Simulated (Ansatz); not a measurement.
Steps of a relaxation of C$_{7}$H$_{9}$N, SMILES `Cc1ccc(C)nc1` with RKS PBE0-D4/def2-TZVP.

```sh
$ ansatz run in.yaml --threads 2 --pin off --events-out ev --progress --plain --max-ram 31744MiB --backend cuda --devices 0, --max-vram 18GiB
```

```yaml
crystal:
  periodic: [false, false, false]
  atoms:
    - {symbol: C, position_ang: [1.643872, -2.317720, 0.154683]}
    - {symbol: C, position_ang: [0.758701, -1.101963, 0.089197]}
    - {symbol: C, position_ang: [1.168104, 0.089807, -0.542428]}
    - {symbol: C, position_ang: [0.306148, 1.188607, -0.574508]}
    - {symbol: C, position_ang: [-0.969378, 1.086776, 0.024619]}
    - {symbol: C, position_ang: [-1.942557, 2.238337, -0.001890]}
    - {symbol: N, position_ang: [-1.369755, -0.045815, 0.631120]}
    - {symbol: C, position_ang: [-0.530921, -1.091603, 0.654872]}
    - {symbol: H, position_ang: [1.881698, -2.701458, -0.860391]}
    - {symbol: H, position_ang: [2.612936, -2.089568, 0.646863]}
    - {symbol: H, position_ang: [1.161868, -3.139622, 0.720361]}
    - {symbol: H, position_ang: [2.167682, 0.155239, -1.002779]}
    - {symbol: H, position_ang: [0.613867, 2.127205, -1.061290]}
    - {symbol: H, position_ang: [-2.373037, 2.372209, -1.017563]}
    - {symbol: H, position_ang: [-2.773464, 2.034430, 0.698294]}
    - {symbol: H, position_ang: [-1.455244, 3.195728, 0.273536]}
    - {symbol: H, position_ang: [-0.900520, -2.000589, 1.167314]}
basis:
  gaussian: {orbitals: def2-TZVP}
hamiltonian: {xc: pbe0, dispersion: d4}
relax: {f_tol: 0.005, max_steps: 150}
```

Positions (Å) and forces (eV/Å) along the path, 9 of 37 steps:

```xyz
17
step=1 energy=-8888.6893 eV
C     1.644   -2.318    0.155    0.189   -0.214   -0.011
C     0.759   -1.102    0.089   -0.387    0.458   -0.025
C     1.168    0.090   -0.542   -0.262   -0.030    0.157
C     0.306    1.189   -0.575   -0.098   -0.252    0.131
C    -0.969    1.087    0.025    0.350   -0.390   -0.012
C    -1.943    2.238   -0.002   -0.164    0.105   -0.008
N    -1.370   -0.046    0.631    0.624    0.139   -0.336
C    -0.531   -1.092    0.655    0.262    0.099   -0.131
H     1.882   -2.701   -0.860   -0.144    0.200    0.495
H     2.613   -2.090    0.647   -0.496   -0.094   -0.224
H     1.162   -3.140    0.720    0.215    0.430   -0.275
H     2.168    0.155   -1.003   -0.517   -0.034    0.231
H     0.614    2.127   -1.061   -0.168   -0.489    0.258
H    -2.373    2.372   -1.018    0.221   -0.093    0.485
H    -2.773    2.034    0.698    0.414    0.116   -0.334
H    -1.455    3.196    0.274   -0.213   -0.485   -0.115
H    -0.901   -2.001    1.167    0.174    0.534   -0.286
17
step=8 energy=-8888.7854 eV
C     1.629   -2.296    0.149   -0.002    0.002    0.003
C     0.749   -1.089    0.085    0.006   -0.007   -0.015
C     1.159    0.094   -0.522    0.004    0.001    0.013
C     0.307    1.180   -0.552   -0.011    0.003    0.003
C    -0.957    1.073    0.026    0.011   -0.002   -0.003
C    -1.924    2.216   -0.004   -0.004    0.007   -0.010
N    -1.359   -0.052    0.610   -0.014   -0.003    0.008
C    -0.527   -1.088    0.632   -0.002    0.018    0.007
H     1.874   -2.663   -0.852    0.000    0.001    0.001
H     2.574   -2.074    0.653   -0.001   -0.001    0.000
H     1.143   -3.108    0.692    0.001    0.001   -0.001
H     2.148    0.164   -0.966   -0.004   -0.002   -0.002
H     0.613    2.110   -1.018    0.003    0.001    0.001
H    -2.420    2.272   -0.979    0.001    0.001    0.016
H    -2.692    2.075    0.756    0.021   -0.006   -0.007
H    -1.420    3.171    0.163   -0.009   -0.015   -0.006
H    -0.898   -1.984    1.125    0.001    0.002   -0.007
17
step=17 energy=-8888.7884 eV
C     1.626   -2.298    0.146   -0.001    0.000    0.000
C     0.750   -1.088    0.082    0.000   -0.001    0.000
C     1.173    0.104   -0.497    0.001   -0.001    0.000
C     0.322    1.191   -0.526   -0.001    0.003    0.002
C    -0.954    1.076    0.023    0.000   -0.001   -0.001
C    -1.925    2.214   -0.009    0.000    0.000   -0.001
N    -1.368   -0.058    0.582    0.001   -0.002    0.001
C    -0.538   -1.093    0.604   -0.001    0.000   -0.001
H     1.897   -2.645   -0.855    0.000    0.000    0.000
H     2.557   -2.087    0.679   -0.001    0.000    0.001
H     1.125   -3.119    0.660    0.000    0.000   -0.001
H     2.170    0.179   -0.920    0.000    0.001    0.001
H     0.638    2.128   -0.971    0.001    0.001    0.000
H    -2.560    2.146   -0.898   -0.001    0.000    0.005
H    -2.577    2.172    0.863    0.002    0.002    0.001
H    -1.415    3.178   -0.036   -0.001   -0.001   -0.007
H    -0.920   -1.998    1.074    0.000    0.000   -0.002
17
step=26 energy=-8888.7912 eV
C     1.626   -2.299    0.144   -0.018    0.019   -0.002
C     0.750   -1.088    0.078   -0.012   -0.025    0.022
C     1.188    0.115   -0.462   -0.001   -0.001   -0.016
C     0.335    1.201   -0.497   -0.019    0.019   -0.007
C    -0.956    1.075    0.011    0.006   -0.034    0.006
C    -1.927    2.213   -0.015   -0.028    0.014   -0.001
N    -1.385   -0.072    0.534    0.013    0.004   -0.006
C    -0.554   -1.106    0.560    0.008    0.019    0.003
H     1.922   -2.630   -0.855    0.000    0.000    0.000
H     2.543   -2.096    0.704    0.001   -0.001    0.001
H     1.112   -3.129    0.633    0.001   -0.001    0.000
H     2.197    0.200   -0.855    0.001    0.002    0.003
H     0.662    2.146   -0.917    0.003    0.001    0.009
H    -2.719    2.019   -0.746    0.045    0.010    0.036
H    -2.410    2.320    0.959    0.031   -0.004   -0.045
H    -1.437    3.153   -0.278   -0.031   -0.028    0.006
H    -0.948   -2.020    1.001    0.001    0.005   -0.011
17
step=27 energy=-8888.7915 eV
C     1.626   -2.299    0.144   -0.009    0.015    0.005
C     0.750   -1.088    0.079   -0.018   -0.022   -0.007
C     1.190    0.116   -0.456    0.009    0.011    0.023
C     0.337    1.203   -0.492    0.000    0.019    0.018
C    -0.956    1.074    0.008   -0.002   -0.039   -0.014
C    -1.927    2.212   -0.017   -0.044    0.032    0.006
N    -1.389   -0.076    0.521    0.014    0.015    0.005
C    -0.558   -1.109    0.551   -0.003    0.018   -0.023
H     1.928   -2.625   -0.855    0.000    0.001    0.002
H     2.540   -2.099    0.711    0.002   -0.005    0.000
H     1.109   -3.131    0.626    0.002    0.000    0.000
H     2.203    0.205   -0.838   -0.006   -0.003   -0.010
H     0.669    2.151   -0.901   -0.005   -0.007   -0.007
H    -2.754    1.991   -0.700    0.065    0.017    0.051
H    -2.363    2.359    0.976    0.035   -0.006   -0.073
H    -1.450    3.141   -0.339   -0.044   -0.054    0.021
H    -0.955   -2.027    0.981    0.004    0.007    0.002
17
step=30 energy=-8888.7921 eV
C     1.625   -2.299    0.145    0.003   -0.004    0.001
C     0.750   -1.087    0.078    0.001    0.005   -0.002
C     1.193    0.119   -0.450    0.000    0.001    0.000
C     0.340    1.206   -0.488    0.005   -0.005    0.003
C    -0.955    1.074    0.004   -0.011    0.008   -0.005
C    -1.927    2.211   -0.017   -0.008    0.008    0.000
N    -1.391   -0.077    0.513    0.007   -0.011    0.005
C    -0.560   -1.109    0.543   -0.003   -0.002    0.002
H     1.938   -2.618   -0.853    0.000    0.000    0.001
H     2.532   -2.103    0.723   -0.001    0.000    0.000
H     1.103   -3.134    0.615    0.000    0.001   -0.001
H     2.207    0.208   -0.829    0.000    0.000   -0.001
H     0.672    2.154   -0.896    0.001    0.001   -0.001
H    -2.775    1.970   -0.663    0.008    0.005    0.009
H    -2.327    2.383    0.984    0.003    0.000   -0.010
H    -1.465    3.131   -0.378   -0.003   -0.009    0.001
H    -0.959   -2.028    0.969   -0.001    0.001   -0.002
17
step=32 energy=-8888.7922 eV
C     1.625   -2.298    0.145    0.006   -0.008    0.001
C     0.750   -1.087    0.077    0.003    0.008   -0.006
C     1.195    0.120   -0.446   -0.001   -0.002    0.000
C     0.341    1.207   -0.486    0.005   -0.004    0.008
C    -0.956    1.073    0.002   -0.010    0.011   -0.007
C    -1.927    2.211   -0.018   -0.012    0.011   -0.001
N    -1.393   -0.078    0.507    0.002   -0.008    0.002
C    -0.562   -1.111    0.537    0.000   -0.006    0.007
H     1.946   -2.613   -0.851   -0.001    0.001    0.002
H     2.527   -2.105    0.731   -0.002    0.001   -0.001
H     1.100   -3.136    0.607    0.000    0.001   -0.001
H     2.210    0.210   -0.823    0.000    0.000    0.000
H     0.674    2.156   -0.890    0.000    0.000   -0.002
H    -2.792    1.957   -0.636    0.012    0.006    0.011
H    -2.301    2.404    0.991    0.003    0.000   -0.015
H    -1.474    3.123   -0.407   -0.004   -0.013    0.005
H    -0.963   -2.031    0.960   -0.002    0.000   -0.001
17
step=35 energy=-8888.7922 eV
C     1.626   -2.298    0.146   -0.001    0.001    0.000
C     0.750   -1.088    0.076   -0.003   -0.004   -0.001
C     1.196    0.121   -0.443    0.003    0.003    0.006
C     0.341    1.207   -0.483    0.001    0.003    0.003
C    -0.958    1.072   -0.001    0.000   -0.005   -0.003
C    -1.927    2.211   -0.018   -0.009    0.007    0.004
N    -1.396   -0.081    0.499    0.000    0.002    0.002
C    -0.564   -1.113    0.531    0.000   -0.003   -0.006
H     1.960   -2.605   -0.849    0.000    0.001    0.002
H     2.520   -2.108    0.745   -0.001   -0.001   -0.001
H     1.096   -3.140    0.595    0.001    0.001   -0.001
H     2.212    0.213   -0.815   -0.001   -0.001   -0.003
H     0.675    2.157   -0.884   -0.001    0.000   -0.002
H    -2.813    1.944   -0.599    0.011    0.004    0.007
H    -2.266    2.433    0.997    0.004   -0.003   -0.012
H    -1.485    3.112   -0.445   -0.005   -0.007    0.003
H    -0.967   -2.035    0.947    0.002    0.001    0.003
17
step=37 energy=-8888.7923 eV
C     1.625   -2.298    0.146   -0.001    0.001    0.000
C     0.750   -1.088    0.077   -0.001   -0.002    0.001
C     1.196    0.121   -0.443    0.000    0.000   -0.001
C     0.341    1.207   -0.483    0.000    0.001    0.000
C    -0.957    1.072   -0.001    0.001   -0.002   -0.001
C    -1.927    2.211   -0.018   -0.001    0.001    0.001
N    -1.396   -0.081    0.500    0.000    0.002    0.000
C    -0.564   -1.113    0.531    0.001    0.000    0.000
H     1.959   -2.605   -0.849    0.000    0.000    0.000
H     2.521   -2.108    0.744    0.000    0.000    0.000
H     1.096   -3.140    0.596    0.000    0.000    0.000
H     2.211    0.212   -0.816    0.000    0.000    0.000
H     0.675    2.157   -0.886    0.000    0.000    0.000
H    -2.810    1.946   -0.603    0.001    0.000    0.001
H    -2.270    2.430    0.996    0.001    0.000   -0.001
H    -1.484    3.113   -0.441   -0.001   -0.001    0.000
H    -0.966   -2.035    0.949    0.000    0.000   -0.001
```

Hardware: 2 threads of an AMD EPYC 7R13 on a shared host and a share of an NVIDIA H100 80 GB. Wall time 66 s, peak host memory 0.93 GiB.
